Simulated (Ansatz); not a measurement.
Sn21H32, a nanocrystal cut from cubic tin. Charge 0, multiplicity 1. Geometry PBE-D4/def2-SVP, basis def2-TZVP, Ansatz.

Cartesian coordinates in Å:
```
Sn -2.921 -4.884 -0.956
Sn -0.871 -0.737 5.582
Sn 3.190 0.422 3.478
Sn 0.188 -2.258 1.220
Sn -3.634 -0.385 -0.534
Sn -0.584 2.257 1.666
Sn 0.437 0.538 -2.480
Sn -2.671 -2.076 -4.673
Sn 3.442 3.248 -0.262
Sn -0.344 5.207 -2.287
Sn -1.275 -2.690 3.595
Sn -0.189 -4.565 -0.363
Sn -3.975 -2.606 -2.233
Sn 2.905 -1.881 1.877
Sn 1.844 -0.068 5.909
Sn 2.148 2.700 2.183
Sn 0.076 -1.594 -4.296
Sn 3.170 1.098 -2.064
Sn -0.886 0.028 -0.039
Sn -0.789 2.790 -3.661
Sn 2.340 5.531 -1.501
H -3.187 -6.303 -1.923
H -3.774 -5.119 0.539
H -1.489 -1.319 7.101
H -1.767 0.692 5.177
H 4.880 0.689 3.818
H -4.457 -0.639 0.976
H -4.309 1.046 -1.255
H -1.447 1.976 3.148
H -1.296 3.656 0.922
H -2.927 -3.376 -5.796
H -3.376 -0.651 -5.373
H 5.134 3.540 0.047
H -1.362 5.270 -0.884
H -0.792 6.543 -3.309
H -0.826 -4.236 4.254
H -2.968 -2.791 3.206
H 0.378 -5.945 0.531
H 0.744 -4.476 -1.823
H -5.671 -2.867 -2.544
H 3.455 -3.267 2.774
H 3.867 -1.783 0.435
H 2.635 -1.393 6.709
H 1.984 1.307 6.962
H 2.336 4.077 3.237
H 0.873 -3.029 -3.736
H 0.804 -1.155 -5.813
H 3.998 -0.320 -1.502
H 3.881 1.543 -3.589
H -2.498 2.498 -3.796
H -0.186 2.966 -5.283
H 2.478 6.910 -0.453
H 3.281 5.884 -2.919
```

```
run  HOMO (eV)  LUMO (eV)
  A      -6.62      -2.24
  B      -5.84      -2.97
  C      -6.04      -2.80
  D      -7.30      -1.46
```

In the def2 sets Sn takes a core potential; there is no spin–orbit coupling. Single mean-field runs in def2-TZVP are fitted with def2-universal-jkfit.

**Question.** The runs used BHLYP, PBE, PBE0, r2SCAN. Estimate which is which.

**Answer.** A PBE0 (25 % exact exchange); B PBE (0 % exact exchange); C r2SCAN (0 % exact exchange); D BHLYP (50 % exact exchange). Exact exchange lowers occupied and raises empty levels; among semilocal functionals meta-GGAs tend to open the gap a little, and such runs are hard to tell apart. The gap grows from 2.87 eV (PBE) to 5.83 eV (BHLYP).
